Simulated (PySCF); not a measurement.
**The second ionisation energy along group 14**

All values are computed (PySCF 2.14, energy differences of UHF-based or UKS calculations, no spin-orbit coupling). Values in eV. The last column holds reference values (NIST; (s) semi-empirical, (t) theoretical, else measured). Unmarked ones compare directly (S terms, centres of terms, or small fine structure); those marked * lie between the lowest fine-structure levels and include a spin-orbit shift.

| element | configurations | LDA | PBE | PBE0 | MP2 (valence) | CCSD (valence) | CCSD(T) (valence) | reference |
| --- | --- | --- | --- | --- | --- | --- | --- | --- |
| C (dyall-av2z, non-relativistic) | [He] 2s2 2p1 → [He] 2s2 | 24.769 | 24.849 | 24.830 | 24.263 | 24.093 | 24.116 | 24.378 |
| Si (dyall-av2z, non-relativistic) | [Ne] 3s2 3p1 → [Ne] 3s2 | 16.325 | 16.370 | 16.389 | 15.970 | 16.071 | 16.091 | 16.322 |
| Ge (dyall-av2z, non-relativistic) | [Ar] 3d10 4s2 4p1 → [Ar] 3d10 4s2 | 15.863 | 15.743 | 15.768 | 15.376 | 15.459 | 15.474 | 15.789 |
| Sn (dyall-av2z, non-relativistic) | [Kr] 4d10 5s2 5p1 → [Kr] 4d10 5s2 | 14.361 | 14.185 | 14.221 | 13.844 | 13.918 | 13.933 | 14.282 |

```csv
method,elements,mean error (eV),mean absolute error (eV),largest error (eV)
LDA,4,0.137,0.137,0.391
PBE,4,0.094,0.165,0.471
PBE0,4,0.109,0.150,0.452
MP2 (valence),4,-0.329,0.329,-0.438
CCSD (valence),4,-0.307,0.307,-0.363
CCSD(T) (valence),4,-0.289,0.289,-0.349
```

Errors include the incompleteness of the basis and the frozen core.

"Valence" correlates the outer s and p shells and, in groups 3 to 12 and the f block, the outer d or f shell, open or full, or the next shell where the ion has no valence electron left; the wider scheme adds the next inner shell.
